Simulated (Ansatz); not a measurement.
A nudged elastic band was laid between two geometries of AlClH₅NS (9 atoms, charge 0, multiplicity 1).

Theory: RKS PBE0-D4/def2-SVP (Ansatz).

| Property | Result |
| --- | --- |
| movable images | 4 |
| climbing image | no |
| spring | 5.0 eV/Å² |
| optimiser | quadratic models (default) |
| start path | through a guess of the saddle point |
| force threshold | 0.05 eV/Å |
| iteration limit | 60 |
| end points | relaxed |

Initial state:

```xyz
9
Properties=species:S:1:pos:R:3
Al 0.072 -0.192 0.217
N 0.030 -0.011 2.036
H -0.846 0.177 2.516
H 0.770 0.498 2.513
Cl 1.857 0.540 -0.675
H -1.284 -0.247 -0.594
S 0.639 -2.676 0.606
H -0.656 -3.065 0.614
H 0.484 -1.929 1.772
```

Final state:

```xyz
9
Properties=species:S:1:pos:R:3
Al 0.111 -0.676 0.115
N 0.136 -0.174 2.102
H -0.760 0.158 2.464
H 0.835 0.555 2.257
Cl 1.787 0.537 -0.458
H -1.337 -0.232 -0.362
S 0.586 -2.848 0.212
H -0.702 -3.224 0.038
H 0.410 -1.001 2.637
```

What changes between the two ends?

Bonds broken: S7–H9. Bonds formed: N2–H9.

What energy profile does the band end with?

The forces met the threshold. The highest image is number 0 of 0 to 5, 0.000 eV above the first end and 1.319 eV above the last; the last end lies 1.319 eV below the first. The highest image is an end point: on this band no image between the ends rises above it. The orbitals stay closed-shell, which can raise the energy where a bond breaks towards radicals; this wasn't checked here.

```
image  path coordinate (Å)  energy (eV)  S7–H9 (Å)  N2–H9 (Å)
    0                 0.00        0.000       1.39       1.99
    1                 0.41       -0.063       1.58       1.51
    2                 0.83       -0.840       2.00       1.12
    3                 1.24       -1.226       2.48       1.03
    4                 1.66       -1.303       2.85       1.02
    5                 2.07       -1.319       3.05       1.02
```

Run time: 98 s on 2 threads of Arm Neoverse V1 (shared host), peak memory 0.19 GiB.
